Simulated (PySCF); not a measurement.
This script is equivalent to a calculation on Mn⁺ (manganese, charge +1).

```python
from pyscf import gto, scf, dft, mp, cc
import basis_set_exchange as bse
mol = gto.M(atom="Mn 0 0 0", charge=1, spin=6, symmetry="D2h",
            basis=gto.basis.parse(bse.get_basis("aug-cc-pVTZ", elements=["Mn"], fmt="nwchem", augment_diffuse=1)))
mf = scf.UHF(mol)
mf.irrep_nelec = {'Ag': (6, 3), 'B1g': (1, 0), 'B2g': (1, 0), 'B3g': (1, 0), 'B1u': (2, 2), 'B2u': (2, 2), 'B3u': (2, 2)}
mf.kernel()
```

(1) What total energy does it give?

(2) Which occupied shell lies highest, and where?

(3) What is ⟨S²⟩, and what would a pure spin state give?

Answers

(1) -1149.64917 hartree (calculated).

(2) 4s α, at -14.806 eV.

(3) 12.000, against 12.00.
